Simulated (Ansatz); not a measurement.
# Molecular dynamics of H3CCl

The input (input.yaml):

```yaml
accuracy: low
crystal:
  lattice:
    - [9.028715, 0.0, 0.0]
    - [0.0, 9.028715, 0.0]
    - [0.0, 0.0, 9.028715]
  atoms:
    - { symbol: C, position: [0.63385684, 0.26563784, 0.29922883] }
    - { symbol: Cl, position: [0.58914098, 0.19847818, 0.48186164] }
    - { symbol: H, position: [0.66211817, 0.38362127, 0.30707272] }
    - { symbol: H, position: [0.72837515, 0.20255492, 0.25684936] }
    - { symbol: H, position: [0.53629153, 0.25004924, 0.22725811] }
    - { symbol: C, position: [0.9367856, 0.93144063, 0.77487245] }
    - { symbol: Cl, position: [0.9293097, 0.9598782, 0.97228146] }
    - { symbol: H, position: [1.02373063, 0.85041161, 0.75216793] }
    - { symbol: H, position: [0.8290716, 0.88988712, 0.73829132] }
    - { symbol: H, position: [0.96265314, 1.03737527, 0.72184849] }
    - { symbol: C, position: [0.86887215, 0.81227763, 0.37420543] }
    - { symbol: Cl, position: [1.03827174, 0.91578781, 0.36314578] }
    - { symbol: H, position: [0.783796, 0.88200803, 0.4261167] }
    - { symbol: H, position: [0.83492419, 0.78091608, 0.26137573] }
    - { symbol: H, position: [0.88956114, 0.7134596, 0.44125126] }
    - { symbol: C, position: [0.24533703, 0.20679557, 0.99325854] }
    - { symbol: Cl, position: [0.23920631, 0.37508352, 0.88746505] }
    - { symbol: H, position: [0.18269626, 0.12194732, 0.93398479] }
    - { symbol: H, position: [0.36134857, 0.174357, 1.00546449] }
    - { symbol: H, position: [0.19501505, 0.22638434, 1.10197669] }
    - { symbol: C, position: [0.82688537, 0.40478916, 0.82835455] }
    - { symbol: Cl, position: [0.79305479, 0.54122472, 0.96885959] }
    - { symbol: H, position: [0.74304772, 0.31797782, 0.83778628] }
    - { symbol: H, position: [0.81981207, 0.45887943, 0.72014272] }
    - { symbol: H, position: [0.93816555, 0.36049346, 0.84558896] }
    - { symbol: C, position: [0.49243882, 0.60252967, 0.67674369] }
    - { symbol: Cl, position: [0.54352077, 0.79188412, 0.64113388] }
    - { symbol: H, position: [0.38129288, 0.58489014, 0.63172907] }
    - { symbol: H, position: [0.57196488, 0.52988103, 0.62112635] }
    - { symbol: H, position: [0.49518401, 0.58315936, 0.79650198] }
    - { symbol: C, position: [0.18436348, 0.54101681, 0.26389042] }
    - { symbol: Cl, position: [0.19693832, 0.42991079, 0.42940245] }
    - { symbol: H, position: [0.27695582, 0.62014916, 0.26290953] }
    - { symbol: H, position: [0.18982531, 0.46761667, 0.1673865] }
    - { symbol: H, position: [0.07863939, 0.59999384, 0.26530865] }
    - { symbol: C, position: [0.51831019, 0.85446418, 0.03136432] }
    - { symbol: Cl, position: [0.49351906, 0.84889719, 0.22893392] }
    - { symbol: H, position: [0.44678395, 0.94088303, -0.01424461] }
    - { symbol: H, position: [0.63461469, 0.87855044, 0.00806319] }
    - { symbol: H, position: [0.48743197, 0.74675139, -0.01416593] }
basis:
  ecutwfc: 420.0
kpoints:
  mp_grid: { grid: [1, 1, 1] }
hamiltonian:
  xc: pbe
  dispersion: d3bj
scf:
  occupations: { method: fermi_dirac, width: 0.05 }
  lower_state_search: "off"
md:
  timestep: 0.5
  n_steps: 270
  ensemble: nvt_langevin
  temperature: 300.0
  initial_velocities: maxwell_boltzmann
  seed: 223162
  friction: 0.02
```

Command:

```bash
$ ansatz run input.yaml --threads 1 --pin off --max-ram 3072MiB --backend cpu --events-out ev --progress --plain --runs-dir out
```

It starts from a partly relaxed structure (largest force component 0.25 eV/Å).

Output, in part (step lines):

```
md step     0: t =     0.00 fs  T =   292.5 K  F+E_penalty+E_count = -11036.20290971 eV  E_kin = 1.512342 eV  (8 SCF iters)
md step     1: t =     0.50 fs  T =   281.9 K  F+E_penalty+E_count = -11036.17097248 eV  E_kin = 1.457761 eV  (7 SCF iters)
md step     2: t =     1.00 fs  T =   278.4 K  F+E_penalty+E_count = -11036.07572189 eV  E_kin = 1.439371 eV  (7 SCF iters)
md step     3: t =     1.50 fs  T =   261.7 K  F+E_penalty+E_count = -11035.93586447 eV  E_kin = 1.352839 eV  (7 SCF iters)
md step     4: t =     2.00 fs  T =   232.8 K  F+E_penalty+E_count = -11035.78780290 eV  E_kin = 1.203720 eV  (7 SCF iters)
md step     5: t =     2.50 fs  T =   204.4 K  F+E_penalty+E_count = -11035.66357420 eV  E_kin = 1.056589 eV  (5 SCF iters)
md step     6: t =     3.00 fs  T =   179.9 K  F+E_penalty+E_count = -11035.58288799 eV  E_kin = 0.930205 eV  (5 SCF iters)
md step     7: t =     3.50 fs  T =   173.9 K  F+E_penalty+E_count = -11035.55416193 eV  E_kin = 0.899329 eV  (5 SCF iters)
[... lines left out ...]
```

The steps, from the saved trajectory:

| time (fs) | T (K) | potential energy less start (eV) |
| --- | --- | --- |
| 0.0 | 292 | 0.000 |
| 4.5 | 177 | 0.605 |
| 9.0 | 160 | 0.821 |
| 13.5 | 233 | 0.558 |
| 18.0 | 254 | 0.598 |
| 22.5 | 255 | 0.680 |
| 27.0 | 258 | 0.736 |
| 31.5 | 270 | 0.906 |
| 36.0 | 299 | 0.839 |
| 40.5 | 339 | 0.767 |
| 45.0 | 269 | 1.129 |
| 49.5 | 327 | 0.701 |
| 54.0 | 320 | 0.760 |
| 58.5 | 277 | 0.914 |
| 63.0 | 261 | 0.820 |
| 67.5 | 268 | 0.963 |
| 72.0 | 272 | 0.969 |
| 76.5 | 266 | 1.045 |
| 81.0 | 300 | 1.038 |
| 85.5 | 263 | 1.196 |
| 90.0 | 271 | 1.218 |
| 94.5 | 311 | 1.101 |
| 99.0 | 313 | 1.002 |
| 103.5 | 294 | 1.000 |
| 108.0 | 286 | 1.000 |
| 112.5 | 314 | 1.051 |
| 117.0 | 307 | 1.097 |
| 121.5 | 307 | 1.035 |
| 126.0 | 348 | 0.850 |
| 130.5 | 300 | 1.050 |
| 135.0 | 251 | 1.359 |

The run went to its last step. A run of 0.14 ps of so small a system gives no equilibrium averages. Limits of this set-up: coarse k mesh, low accuracy level.

Mean squared displacements from the first frame to the last, about the centre of mass: C 0.13 Å², Cl 0.23 Å², H 0.70 Å².

Last frame:

```xyz
40
Lattice="9.0287 0.0000 0.0000 0.0000 9.0287 0.0000 0.0000 0.0000 9.0287" Properties=species:S:1:pos:R:3
C 5.267 2.023 2.928
Cl 5.192 1.483 4.742
H 5.619 3.011 2.928
H 6.001 1.329 2.493
H 4.246 1.919 2.550
C 8.560 8.454 7.053
Cl 8.148 8.992 8.754
H 8.944 7.389 7.105
H 7.694 8.513 6.367
H 9.407 9.018 6.856
C 7.811 7.090 3.833
Cl 8.869 8.423 3.226
H 6.944 7.590 4.328
H 7.583 6.532 2.927
H 8.543 6.607 4.558
C 2.018 1.553 8.864
Cl 2.684 3.093 8.314
H 1.764 0.948 8.036
H 2.674 1.187 9.566
H 1.087 1.802 9.381
C 7.518 3.628 7.491
Cl 7.239 4.887 8.761
H 7.413 2.643 7.816
H 6.883 4.032 6.699
H 8.653 3.707 7.345
C 4.488 5.245 5.767
Cl 4.497 7.064 5.994
H 3.745 5.139 4.983
H 5.462 4.848 5.617
H 4.135 4.829 6.666
C 1.550 5.012 2.249
Cl 1.968 3.726 3.474
H 0.979 5.848 2.727
H 2.532 5.369 1.942
H 1.111 4.628 1.311
C 4.833 7.328 0.116
Cl 4.872 7.720 1.902
H 3.824 7.554 -0.238
H 5.606 7.873 -0.387
H 5.062 6.299 0.007
```

Time of the run: 16 min on 1 thread of Arm Neoverse V1, on a shared host, peak memory 0.61 GiB.
